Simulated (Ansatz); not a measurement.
C₃H₆SSi (`CC#CS[SiH3]`), relaxed with RKS PBE-D4/def2-SVP in the Gaussian-basis code of Ansatz from a rough embedded geometry. The force threshold is 0.03 eV/Å; the program also tests the step.

Total charge 0; spin multiplicity 1.

Start:

```xyz
11

C     0.114    0.331   -2.611
C     0.375    0.499   -1.170
C     0.624    0.653    0.007
S     1.086    0.773    1.623
Si   -0.284   -0.522    2.618
H    -0.309    1.269   -3.009
H    -0.718   -0.433   -2.730
H     0.948   -0.026   -3.144
H    -1.716   -0.168    2.267
H    -0.041   -1.915    2.100
H    -0.077   -0.460    4.048
```

| step | energy (eV) | largest force (eV/Å) | largest move (Å) |
| --- | --- | --- | --- |
| 1 | -21899.0373 | 2.215 | 0.000 |
| 2 | -21899.2206 | 0.799 | 0.118 |
| 3 | -21899.2551 | 0.218 | 0.086 |
| 4 | -21899.2587 | 0.123 | 0.016 |
| 5 | -21899.2612 | 0.190 | 0.034 |
| 6 | -21899.2622 | 0.023 | 0.011 |

End:

```xyz
11

C     0.066    0.317   -2.561
C     0.392    0.480   -1.153
C     0.663    0.614    0.039
S     1.102    0.861    1.662
Si   -0.310   -0.543    2.554
H    -0.309    1.261   -3.010
H    -0.724   -0.451   -2.700
H     0.949   -0.009   -3.152
H    -1.721   -0.141    2.234
H    -0.051   -1.935    2.055
H    -0.057   -0.455    4.032
```

Hardware: 4 threads of an Arm Neoverse V1 on a shared host. Wall time 8 s, peak host memory 0.15 GiB.
